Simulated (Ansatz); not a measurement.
Consider the ligand exchange at the Si–N bond: `N[Si](N)(N)N` + HCl → `N[Si](N)(N)Cl` + NH₃.

Calculated with Ansatz (gas phase, PBE0-D4/def2-TZVP geometries, no zero-point term in ΔE). CCSD(T)/CBS is the MP2 limit (def2-TZVPP, def2-QZVPP) plus CCSD(T) − MP2 in def2-TZVPP, frozen cores. This one scheme is used for every species. DFT in def2-TZVPP. B3LYP here is the variant with VWN-RPA as its local correlation; programs differ in this. One conformer a species, not always the lowest.

(1) Is it downhill or uphill in electronic energy at CCSD(T)/CBS, and by how much? (Estimate.)

(2) What do these levels give: r2SCAN-D4, PBE0-D4, B3LYP-D4, CAM-B3LYP-D4, ωB97M-V, PBE-QIDH, PBE0, B3LYP, MP2/def2-TZVPP, CCSD/def2-TZVPP, HF/def2-QZVPP, MP2/CBS(def2)? (Estimate.)

Largest T1 diagnostic among the species: 0.009.

Answers

(1) Computed: Downhill: ΔE = -0.53 eV.

(2) Computed: r2SCAN-D4 -0.59, PBE0-D4 -0.59, B3LYP-D4 -0.56, CAM-B3LYP-D4 -0.52, ωB97M-V -0.56, PBE-QIDH -0.57, PBE0 -0.59, B3LYP -0.55, MP2/def2-TZVPP -0.53, CCSD/def2-TZVPP -0.48, HF/def2-QZVPP -0.54, MP2/CBS(def2) -0.57 eV.

At CCSD(T), def2-SVP lies −0.03 eV from the extrapolated value and def2-TZVPP +0.04 eV. Leaving LDA and LC-ωPBE aside and taking each functional with its dispersion term where it has one, the values, not all of them listed here, spread over 0.08 eV, from PBE-D4 to CAM-B3LYP-D4. LDA lies +0.07 eV from PBE without D4.
